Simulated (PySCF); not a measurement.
Compound: CH6GeS.
Bonds: C1–S2, S2–Ge3. Hydrogens: H4, H5, H6 on C1; H7, H8, H9 on Ge3.

Level: B3LYP/def2-SVPD in PySCF, non-relativistic, on one gas-phase PBE0-D3(BJ)/def2-SVP geometry that isn't relaxed in the solvent. The solvent is an IEF-PCM continuum (cavity from Bondi-type radii × 1.2), and excitations are vertical TDDFT with non-equilibrium linear response and a frozen core. Only the electrostatic response of the medium enters. Spin–orbit coupling is left out although an atom past zinc is present.

Gas-phase singlets (H = HOMO, L = LUMO):

```
state  E (eV)  λ (nm)      f  leading configurations
   S1   5.059     245  0.009                 H→L 96%
   S2   5.675     218  0.003    H→L+1 80%, H→L+2 19%
   S3   5.786     214  0.004    H→L+2 78%, H→L+1 18%
   S4   6.589     188  0.000               H→L+3 99%
   S5   6.720     185  0.002    H→L+4 76%, H-1→L 23%
```

Q: What are the lowest 5 singlets in benzene (ε = 2.271)?

A: 
```
state  E (eV)  λ (nm)      f  leading configurations  change by rank (eV)
   S1   5.104     243  0.014                 H→L 96%               +0.045
   S2   5.707     217  0.007    H→L+1 80%, H→L+2 19%               +0.032
   S3   5.878     211  0.004    H→L+2 78%, H→L+1 19%               +0.092
   S4   6.642     187  0.000               H→L+3 99%               +0.053
   S5   6.767     183  0.006    H→L+4 73%, H-1→L 26%               +0.047
```

Q: The ground-state energy changes by -0.045 eV from gas to benzene. By how much does the total energy of gas-phase S1 change?

A: E(S1) = E(S0) + excitation energy, so it changes by -0.045 + 0.045 = 0.000 eV: it isn't lowered at all, while the ground state is. This is the vertical state, with the slow part of the continuum still set for S0.

Q: How do the frontier levels move from gas to benzene?

A: 
```csv
orbital,gas (eV),solvent (eV),change (eV),"Löwdin shares, gas","Löwdin shares, solvent"
LUMO+2,0.24,0.31,+0.07,"S2 40 %, Ge3 17 %, C1 15 %, H8 7 %","S2 41 %, C1 16 %, Ge3 15 %, H8 8 %"
LUMO+1,0.01,0.09,+0.08,"Ge3 39 %, S2 13 %, H8 10 %, H9 9 %","Ge3 40 %, S2 15 %, H8 10 %, H9 10 %"
LUMO,-0.43,-0.37,+0.06,"S2 33 %, Ge3 31 %, H9 12 %, H7 12 %","S2 34 %, Ge3 31 %, H9 12 %, H7 12 %"
HOMO,-6.57,-6.58,-0.01,"S2 72 %, C1 11 %, Ge3 9 %","S2 72 %, C1 11 %, Ge3 9 %"
HOMO-1,-8.32,-8.29,+0.03,"S2 58 %, Ge3 17 %, C1 11 %","S2 57 %, Ge3 17 %, C1 11 %"
HOMO-2,-9.41,-9.33,+0.08,"Ge3 34 %, H8 30 %, S2 11 %, C1 10 %","Ge3 34 %, H8 30 %, S2 11 %, C1 10 %"
HOMO-3,-9.67,-9.59,+0.08,"Ge3 41 %, H9 24 %, H7 23 %, S2 6 %","Ge3 41 %, H9 24 %, H7 23 %, S2 6 %"
```

The HOMO–LUMO gap goes from 6.15 to 6.21 eV.
